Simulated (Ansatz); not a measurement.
One change: `C=C([SiH3])NC` becomes `C=C([SiH3])OC`.

Ansatz, PBE0-D4/def2-TZVP geometries, multiplicity 1. Each molecule was computed in one conformer, which needn't be the lowest.

| property | `C=C([SiH3])NC` |
| --- | --- |
| LUMO energy (PBE0/def2-TZVPP) / eV | 0.23 |
| HOMO energy (B3LYP/def2-TZVPP) / eV | -5.73 |
| LUMO energy (ωB97M-V/def2-TZVPP) / eV | 2.23 |
| LUMO energy (B3LYP/def2-TZVPP) / eV | 0.02 |
| HOMO–LUMO gap (PBE/def2-TZVPP) / eV | 4.11 |
| HOMO–LUMO gap (B3LYP/def2-TZVPP) / eV | 5.74 |

(1) Give the same properties after the change, and the shifts. (Best estimate.)

## Answers

(1) Computed: 
```csv
property,`C=C([SiH3])OC`,shift
LUMO energy (PBE0/def2-TZVPP) / eV,0.14,-0.09
HOMO energy (B3LYP/def2-TZVPP) / eV,-6.69,-0.96
LUMO energy (ωB97M-V/def2-TZVPP) / eV,2.20,-0.03
LUMO energy (B3LYP/def2-TZVPP) / eV,-0.07,-0.09
HOMO–LUMO gap (PBE/def2-TZVPP) / eV,4.90,0.79
HOMO–LUMO gap (B3LYP/def2-TZVPP) / eV,6.61,0.87
```

With PBE0 the HOMO falls by 0.98 eV and the LUMO falls by 0.09 eV, so the gap widens by about 0.89 eV. PBE moves the HOMO by -0.91 eV and ωB97M-V by -1.03 eV.

B3LYP here is the variant with VWN-RPA as its local correlation; programs differ in this.
